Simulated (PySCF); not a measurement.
A calculated (PBE0, PySCF 2.14, aug-cc-pVDZ-DK, scalar relativity by spin-free X2C-1e) atom or ion has these occupied shells.

```
shell  electrons  orbital energy (eV)  rms radius, mean of both spins (bohr)
 1s α          1              -5417.6                                 0.0768
 1s β          1              -5417.6                                 0.0768
 2s α          1              -633.35                                  0.334
 2s β          1              -632.21                                  0.334
 2p α          3              -530.91                                  0.303
 2p β          3              -529.92                                  0.303
 3s α          1              -92.911                                   1.02
 3s β          1              -89.382                                   1.02
 3p α          3              -65.276                                   1.11
 3p β          3              -61.447                                   1.11
 3d α          3              -24.790                                   1.45
```

(1) Name the element and its charge.

Answers

(1) V(2+) (vanadium, charge +2), in [Ar] 3d3, high-spin 4F determinant.
